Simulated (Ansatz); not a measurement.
```yaml
crystal:
  periodic: [false, false, false]
  atoms:
    - {symbol: Cu, position_ang: [-0.005996, 0.002960, -1.163931]}
    - {symbol: N, position_ang: [0.003846, -0.001906, 0.741154]}
    - {symbol: H, position_ang: [-0.403991, 0.858421, 1.121726]}
    - {symbol: H, position_ang: [0.956542, -0.078613, 1.112393]}
    - {symbol: H, position_ang: [-0.535230, -0.788370, 1.118246]}
    - {symbol: F, position_ang: [-0.015170, 0.007508, -2.929578]}
basis:
  gaussian: {orbitals: def2-mTZVP}
total_charge: -1
magnetization: {spin_polarized: true, initial_magnetization: 1}
hamiltonian: {xc: {name: BLYP}}
scf: {omitted_lower_state_checks: [starts]}
output: {forces: true}
```

```sh
$ ansatz run in.yaml --threads 4 --pin off --events-out ev --progress --plain --max-ram 3916MiB
```

Shortened log:

```
Functional definition: BLYP
792 factors; their error is unknown
mean field evaluation 1: about -48797.1712 eV, gradient 2.2e2 eV
mean field evaluation 2: about -48278.8435 eV, gradient 4.6e2 eV
mean field evaluation 4: about -48827.4980 eV, gradient 1.2e2 eV
mean field evaluation 8: about -48901.2588 eV, gradient 5.1e0 eV
mean field evaluation 16: about -48901.2877 eV, gradient 7.2e-4 eV
mean field -48901.28768700 eV, -1797.0891760138 hartree, gradient 1.3e-5 eV, S^2 0.751075; 0 other end points of the search recorded, 0 dependent functions left out
reference -48901.28800008 eV, -1797.0891875193 hartree; 25, 24 occupied and 55, 56 virtual orbitals, 792 factors
Total energy: -48901.28800008 eV, -1797.0891875193 hartree
Atom 0 at    -0.005996     0.002960    -1.163931 Å, force     0.002361    -0.001193     0.449514 eV/Å
Atom 1 at     0.003846    -0.001906     0.741154 Å, force    -0.004122     0.002079    -0.810485 eV/Å
Atom 2 at    -0.403991     0.858421     1.121726 Å, force    -0.372285     0.787104     0.558650 eV/Å
Atom 3 at     0.956542    -0.078613     1.112393 Å, force     0.873283    -0.070746     0.550014 eV/Å
Atom 4 at    -0.535230    -0.788370     1.118246 Å, force    -0.492485    -0.720598     0.555442 eV/Å
Atom 5 at    -0.015170     0.007508    -2.929578 Å, force    -0.006752     0.003354    -1.303135 eV/Å
Dipole moment:     0.001680    -0.000832     0.323963 e Å
Checks for a lower state left out: starts
```

It took 1.1 s on 4 threads of Arm Neoverse V1 on a shared host.

The highest occupied level of an anion often lies above zero with these methods, and sets without diffuse functions describe the outer electron poorly.

The dipole of an ion depends on the origin.
